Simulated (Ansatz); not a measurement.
`CC(O)[SiH2]O` + `O[SiH2][NH][GeH3]` → `CO[SiH2][NH][GeH3]` + `OC[SiH2]O`  (substitution at a C–C bond)

Computed with Ansatz on PBE0-D4/def2-TZVP structures; ΔE is electronic, products minus reactants. CBS: MP2 limit from def2 TZ/QZ plus the TZ coupled-cluster correction, frozen cores. Functionals use def2-TZVPP. B3LYP here is the variant with VWN-RPA as its local correlation; programs differ in this. For Ge outer-core shells are correlated without core-valence functions, which leaves a few kJ/mol of doubt a bond. Scalar relativity is left out up to krypton. Each species was taken in one conformer, which may not be the lowest.

```json
{"level": "PBE-D4", "ΔE (kJ/mol)": "65.2", "difference from CCSD(T)/CBS": "-5.1"}
{"level": "r2SCAN-D4", "ΔE (kJ/mol)": "67.0", "difference from CCSD(T)/CBS": "-3.3"}
{"level": "PBE0-D4", "ΔE (kJ/mol)": "66.0", "difference from CCSD(T)/CBS": "-4.3"}
{"level": "ωB97X-V", "ΔE (kJ/mol)": "63.6", "difference from CCSD(T)/CBS": "-6.7"}
{"level": "ωB97M-V", "ΔE (kJ/mol)": "66.9", "difference from CCSD(T)/CBS": "-3.4"}
{"level": "B2PLYP", "ΔE (kJ/mol)": "63.7", "difference from CCSD(T)/CBS": "-6.6"}
{"level": "r2SCAN", "ΔE (kJ/mol)": "66.7", "difference from CCSD(T)/CBS": "-3.6"}
{"level": "B3LYP", "ΔE (kJ/mol)": "58.1", "difference from CCSD(T)/CBS": "-12.2"}
{"level": "HF/def2-TZVPP", "ΔE (kJ/mol)": "53.4", "difference from CCSD(T)/CBS": "-16.9"}
{"level": "MP2/def2-TZVPP", "ΔE (kJ/mol)": "74.2", "difference from CCSD(T)/CBS": "3.9"}
{"level": "SCS-MP2/def2-TZVPP", "ΔE (kJ/mol)": "67.9", "difference from CCSD(T)/CBS": "-2.4"}
{"level": "HF/def2-QZVPP", "ΔE (kJ/mol)": "52.7", "difference from CCSD(T)/CBS": "-17.6"}
{"level": "MP2/def2-QZVPP", "ΔE (kJ/mol)": "75.1", "difference from CCSD(T)/CBS": "4.8"}
{"level": "SCS-MP2/def2-QZVPP", "ΔE (kJ/mol)": "69.0", "difference from CCSD(T)/CBS": "-1.3"}
{"level": "MP2/CBS(def2)", "ΔE (kJ/mol)": "76.2", "difference from CCSD(T)/CBS": "5.9"}
{"level": "CCSD/CBS(def2)", "ΔE (kJ/mol)": "68.6", "difference from CCSD(T)/CBS": "-1.7"}
{"level": "CCSD(T)/CBS", "ΔE (kJ/mol)": "70.3", "difference from CCSD(T)/CBS": "0"}
```

Largest T1 diagnostic among the species: 0.011.

In def2-TZVPP, CCSD(T) changes the Hartree–Fock value by +14.9 kJ/mol (the triples alone add +1.7 kJ/mol) and MP2 by +20.8 kJ/mol.

CCSD(T)/CBS has its own doubt, a few kJ/mol and more with outer-core shells, so smaller differences from it don't rank the levels.
